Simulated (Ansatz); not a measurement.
How basis sets differ on C2H7BOS (SMILES CCB(O)S)

The species is C2H7BOS (12 atoms), meant as a singlet with charge 0. SMILES: `CCB(O)S`. The shape is that of a PBE0-D4/def2-TZVP optimisation. This is one conformer, not always the lowest.

```
atom    x (Å)    y (Å)    z (Å)
   C  -0.9495  -0.4417   1.2668
   C   0.0936   0.4035   0.5461
   B   0.4108  -0.0411  -0.9257
   O  -0.2343  -1.1149  -1.4515
   S   1.6272   0.8384  -1.9708
   H  -1.9049  -0.4263   0.7384
   H  -1.1232  -0.0816   2.2836
   H  -0.6373  -1.4861   1.3303
   H  -0.2176   1.4558   0.5249
   H   1.0351   0.4087   1.1103
   H   0.0060  -1.3334  -2.3553
   H   1.9709   1.7638  -1.0632
```

Quantity: the dipole moment, in D. The values are calculated.

| level | kind | program | value (D) | CPU time |
| --- | --- | --- | --- | --- |
| HF/STO-3G | Hartree–Fock | Ansatz | 0.48 | 2 s |
| HF/3-21G | Hartree–Fock | Ansatz | 0.52 | 2.9 s |
| HF/def2-SVP | Hartree–Fock | Ansatz | 0.41 | 9.5 s |
| HF/def2-TZVP | Hartree–Fock | Ansatz | 0.42 | 43 s |

The values span 0.41 to 0.52 D. Magnitudes only: a small dipole may point the other way at some levels. Sets without polarisation functions give poor dipoles. CPU times are rough (shared hosts, several kinds of processor): they show what a rung costs within a factor of a few.
